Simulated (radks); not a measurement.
Values are calculated unless marked as measured or tabulated.
Question: Ti III, 20 electrons, occupied as [Ar] 3d2. Level of theory: Dirac Kohn-Sham, BLYP, spin-unpolarised, spherical densities, finite nucleus; open shells fill j = l - 1/2 first; Fermi nuclear charge, rms radius 3.5921 fm (a radial shooting solver on a logarithmic mesh with Libxc functionals). Some entries of the table are withheld. Estimate them.

| orbital | occ. | eigenvalue (Ry) | <1/r> (bohr^-1) | <r^2> (bohr^2) |
|---|---|---|---|---|
| 1s1/2 | 2 | -359.1376 | 21.81 | (1) |
| 2s1/2 | 2 | -40.62684 | (2) | 0.1249 |
| 2p1/2 | 2 | -34.11651 | (3) | 0.1025 |
| 2p3/2 | 4 | -33.69153 | (4) | 0.1043 |
| 3s1/2 | 2 | -5.75856 | 1.400 | 1.169 |
| 3p1/2 | 2 | -4.04796 | 1.275 | 1.369 |
| 3p3/2 | 4 | -3.99918 | 1.263 | 1.389 |
| 3d3/2 | 2 | (5) | 0.9217 | 2.659 |
| 3d5/2 | 0 | (6) | 0.9192 | 2.672 |

Answer: 
(1) 1s1/2 <r^2> (bohr^2): 0.006512
(2) 2s1/2 <1/r> (bohr^-1): 4.558
(3) 2p1/2 <1/r> (bohr^-1): 4.493
(4) 2p3/2 <1/r> (bohr^-1): 4.436
(5) 3d3/2 eigenvalue (Ry): -1.44861
(6) 3d5/2 eigenvalue (Ry): -1.44483
